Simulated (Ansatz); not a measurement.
C3H5ClSi, SMILES `C#C[SiH2]CCl`. Total charge 0; spin multiplicity 1. The structure was optimised at the PBE0-D4/def2-TZVP level. It is one conformer, not always the lowest.

```xyz
10

C    -1.483   -1.571    1.455
C    -0.634   -0.804    1.076
Si    0.638    0.362    0.495
C     0.323    0.804   -1.306
Cl    0.490   -0.640   -2.338
H    -2.232   -2.252    1.788
H     0.562    1.605    1.307
H     1.981   -0.250    0.629
H    -0.683    1.200   -1.449
H     1.039    1.547   -1.658
```

(1) What is the dipole moment at PBE/def2-TZVPP? (Estimate.)

(2) And with r2SCAN, B3LYP, ωB97M-V? (Estimate.)

(3) Give the Mulliken charges with PBE, r2SCAN, ωB97M-V in def2-TZVPP. (An estimate is asked.)

Answers

(1) The calculation gave: 1.36 D, with components (-0.57, 1.03, 0.67) D in this frame, pointing from negative to positive charge.

(2) Ansatz gave: r2SCAN 1.46 D, B3LYP 1.44 D, ωB97M-V 1.45 D.

(3) The calculation gave: 
| atom | PBE | r2SCAN | ωB97M-V |
| --- | --- | --- | --- |
| C1 | -0.01 | -0.08 | -0.02 |
| C2 | -0.32 | -0.33 | -0.38 |
| Si3 | 0.28 | 0.40 | 0.30 |
| C4 | -0.18 | -0.12 | -0.28 |
| Cl5 | -0.14 | -0.16 | -0.12 |
| H6 | 0.21 | 0.22 | 0.23 |
| H7 | -0.06 | -0.07 | -0.02 |
| H8 | -0.04 | -0.05 | -0.01 |
| H9 | 0.13 | 0.10 | 0.15 |
| H10 | 0.13 | 0.10 | 0.15 |

B3LYP here is the variant with VWN-RPA as its local correlation; programs differ in this.
